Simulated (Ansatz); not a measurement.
A nudged elastic band was laid between two geometries of C3H6BCl (11 atoms, charge 0, multiplicity 1).

The calculation used Ansatz 0.2.0, RKS BLYP/6-31G.

```json
{
  "movable images": "5",
  "climbing image": "yes",
  "spring": "5.0 eV/Å²",
  "optimiser": "quadratic models (default)",
  "start path": "through a guess of the saddle point",
  "force threshold": "0.03 eV/Å",
  "iteration limit": "60",
  "end points": "relaxed"
}
```

Initial state:

```xyz
11
Properties=species:S:1:pos:R:3
C -1.093 0.569 -0.851
C 0.274 0.051 -0.379
B 0.743 -1.334 0.180
C 0.514 -0.160 1.145
Cl 1.980 0.662 2.062
H -1.161 1.667 -0.752
H -1.915 0.123 -0.264
H -1.260 0.308 -1.910
H 1.109 0.497 -0.949
H 1.249 -2.385 -0.037
H -0.374 -0.056 1.775
```

Final state:

```xyz
11
Properties=species:S:1:pos:R:3
C -1.104 0.532 -0.860
C 0.247 -0.038 -0.399
B 0.628 -1.356 0.353
C 0.592 -0.022 1.118
Cl 2.204 0.777 1.772
H -1.910 0.274 -0.153
H -1.379 0.119 -1.846
H -1.065 1.632 -0.946
H 1.069 0.224 -1.090
H 1.007 -2.479 0.289
H -0.224 0.278 1.782
```

**Question.** What changes between the two ends?

**Answer.** No bond is made or broken. The dihedral H6–C1–C2–C4 goes from 82 to -39°. The two ends are copies of one structure, up to a mirror image or an exchange of like atoms.

**Question.** Give the energies along the band, and the barrier.

**Answer.** The run converged. The highest image is number 3 of 0 to 6, 0.100 eV above the ends, which have the same energy within 2 meV. A vibrational analysis at the climbing image gives one clearly imaginary mode, 203i cm⁻¹: a first-order saddle point. Limits of this set-up: no polarisation functions.

```json
{"image": "0", "path coordinate (Å)": "0.00", "energy (eV)": "0.000", "dihedral H6–C1–C2–C4 (°)": "82"}
{"image": "1", "path coordinate (Å)": "0.57", "energy (eV)": "0.023", "dihedral H6–C1–C2–C4 (°)": "63"}
{"image": "2", "path coordinate (Å)": "1.15", "energy (eV)": "0.074", "dihedral H6–C1–C2–C4 (°)": "43"}
{"image": "3", "path coordinate (Å)": "1.72", "energy (eV)": "0.100", "dihedral H6–C1–C2–C4 (°)": "22"}
{"image": "4", "path coordinate (Å)": "2.28", "energy (eV)": "0.074", "dihedral H6–C1–C2–C4 (°)": "1"}
{"image": "5", "path coordinate (Å)": "2.85", "energy (eV)": "0.024", "dihedral H6–C1–C2–C4 (°)": "-20"}
{"image": "6", "path coordinate (Å)": "3.41", "energy (eV)": "0.000", "dihedral H6–C1–C2–C4 (°)": "-39"}
```

**Question.** What is the geometry of the highest image?

**Answer.** 
```xyz
11
Properties=species:S:1:pos:R:3:forces:R:3
C -1.093 0.547 -0.883 0.00 0.00 0.00
C 0.257 -0.019 -0.379 0.00 0.00 0.00
B 0.643 -1.362 0.332 0.00 0.00 0.00
C 0.576 -0.054 1.137 0.00 0.00 0.00
Cl 2.153 0.772 1.847 0.00 0.00 0.00
H -1.543 1.222 -0.135 0.00 0.00 0.00
H -1.820 -0.252 -1.102 0.00 0.00 0.00
H -0.951 1.127 -1.809 0.00 0.00 0.00
H 1.106 0.264 -1.028 0.00 0.00 0.00
H 0.995 -2.492 0.238 0.00 0.00 0.00
H -0.257 0.191 1.803 0.00 0.00 0.00
```

**Question.** What are the harmonic wavenumbers there?

**Answer.** 203i, 121, 216, 275, 296, 542, 619, 745, 791, 850, 898, 977, 1008, 1078, 1106, 1184, 1196, 1293, 1427, 1501, 1511, 2718, 2972, 2980, 3038, 3051, 3103 cm⁻¹.

The run took 8.7 min on 1 thread of Arm Neoverse N1, on a shared host, peak memory 0.13 GiB.
